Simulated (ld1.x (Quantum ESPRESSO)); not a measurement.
# An all-electron radial function and its pseudo partner (zinc (Zn))

Columns: radius, all-electron u(r) and pseudo u(r) of the 4s shell (level -6.16 eV) of zinc in the configuration [Ar] 3d10 4s2 4p0; BP86, scalar-relativistic, PAW scheme, ld1.x (Quantum ESPRESSO) 7.5.

```json
{"r (bohr)": "0.200", "all-electron": "-0.1312", "pseudo": "-0.1200"}
{"r (bohr)": "0.400", "all-electron": "0.2221", "pseudo": "-0.2354"}
{"r (bohr)": "0.600", "all-electron": "0.2473", "pseudo": "-0.3417"}
{"r (bohr)": "0.800", "all-electron": "0.0534", "pseudo": "-0.4356"}
{"r (bohr)": "1.000", "all-electron": "-0.1737", "pseudo": "-0.5145"}
{"r (bohr)": "1.200", "all-electron": "-0.3630", "pseudo": "-0.5770"}
{"r (bohr)": "1.400", "all-electron": "-0.4998", "pseudo": "-0.6228"}
{"r (bohr)": "1.600", "all-electron": "-0.5886", "pseudo": "-0.6525"}
{"r (bohr)": "1.800", "all-electron": "-0.6388", "pseudo": "-0.6676"}
{"r (bohr)": "2.000", "all-electron": "-0.6595", "pseudo": "-0.6698"}
{"r (bohr)": "2.200", "all-electron": "-0.6587", "pseudo": "-0.6610"}
{"r (bohr)": "2.400", "all-electron": "-0.6425", "pseudo": "-0.6426"}
{"r (bohr)": "2.600", "all-electron": "-0.6157", "pseudo": "-0.6157"}
{"r (bohr)": "2.800", "all-electron": "-0.5821", "pseudo": "-0.5821"}
{"r (bohr)": "3.000", "all-electron": "-0.5444", "pseudo": "-0.5444"}
{"r (bohr)": "3.200", "all-electron": "-0.5047", "pseudo": "-0.5047"}
{"r (bohr)": "3.400", "all-electron": "-0.4645", "pseudo": "-0.4645"}
{"r (bohr)": "3.600", "all-electron": "-0.4250", "pseudo": "-0.4250"}
{"r (bohr)": "3.800", "all-electron": "-0.3867", "pseudo": "-0.3867"}
{"r (bohr)": "4.000", "all-electron": "-0.3503", "pseudo": "-0.3503"}
{"r (bohr)": "4.200", "all-electron": "-0.3160", "pseudo": "-0.3160"}
{"r (bohr)": "4.400", "all-electron": "-0.2841", "pseudo": "-0.2841"}
{"r (bohr)": "4.600", "all-electron": "-0.2546", "pseudo": "-0.2546"}
{"r (bohr)": "4.800", "all-electron": "-0.2275", "pseudo": "-0.2275"}
{"r (bohr)": "5.000", "all-electron": "-0.2028", "pseudo": "-0.2028"}
{"r (bohr)": "5.200", "all-electron": "-0.1804", "pseudo": "-0.1804"}
```

How many radial nodes do the two functions have?

The all-electron 4s function has n − l − 1 = 3 (the table is too coarse to show those close to the nucleus); the pseudo-wave has 0, since the states of the same l below it are removed with the core.

At about which radius was the pseudo-wave matched?

2.52 bohr, where the columns begin to agree (steps of 0.20 bohr).

Is the pseudo-wave norm-conserving?

No, it belongs to a PAW set: the norm inside the radius is not constrained, and the difference is carried by the augmentation charge.
